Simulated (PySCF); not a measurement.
## Working with the constants of SeN⁻

ROHF-SCS-MP2 constants of SeN⁻, ³Σ⁻ (triplet), unpaired electrons π ↑↑ (Se aug-cc-pVDZ-PP with ECP10, N aug-cc-pVDZ; scalar-relativistic core potentials (PySCF 2.14); masses 79.9165 and 14.0031 u):

| Property | Result |
| --- | --- |
| ωe | 701.7 cm⁻¹ |
| ωexe | 3.79 cm⁻¹ |
| Be | 0.46347 cm⁻¹ |
| αe | 0.00444 cm⁻¹ |
| D (centrifugal) | 8.09e-07 cm⁻¹ |

(1) Give the vibrational terms G(v) and spacings up to v = 3.

Correlated steps freeze 5 core orbitals. Spin–orbit coupling is left out. The state is the lowest determinant that a PBE0 search found; another state may lie lower at other levels.

## Answers

(1) G(v) = ωe(v+½) − ωexe(v+½)².

| v | G(v) (cm⁻¹) | G(v) − G(v−1) | Bv (cm⁻¹) |
| --- | --- | --- | --- |
| 0 | 350 |  | 0.4612 |
| 1 | 1044 | 694 | 0.4568 |
| 2 | 1731 | 687 | 0.4524 |
| 3 | 2410 | 679 | 0.4479 |
